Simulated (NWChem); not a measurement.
Molecule: C2H6BCl; SMILES CCBCl

```xyz
10

B     -0.5082    -0.1579    -0.0918
H     -1.6590    -0.0523    -0.4453
Cl     0.0240    -1.7839     0.3074
C      0.4843     1.0425    -0.0475
C     -0.1389     2.4280     0.0947
H      1.0085     0.9657    -1.0255
H      1.2796     0.8680     0.6969
H     -0.6222     2.5513     1.0765
H     -0.9113     2.6030    -0.6702
H      0.6112     3.2276    -0.0021
```
Atoms are numbered in this order, from 1.

Program: NWChem. Pople sets run with spherical d functions. Structure relaxed at the PBE0/def2-SVP level. B3LYP is NWChem's, with the RPA form of VWN correlation. GIAO values for the isolated, static molecule; σ is the absolute isotropic shielding, δ = σ(reference) − σ with the isolated reference molecule computed at the same levels (11B: boron trifluoride, 13C: tetramethylsilane, 1H: tetramethylsilane).

For level PBE0/pcSseg-1:

```yaml
"δ B1 (ppm)": 67.1
"σ Cl3 (ppm)": 651.0
"δ C4 (ppm)": 28.0
```

Question: What are these values for level B3LYP/6-31G*?

Answer: 
* **δ B1 (ppm)**: 64.0
* **σ Cl3 (ppm)**: 692.3
* **δ C4 (ppm)**: 25.4
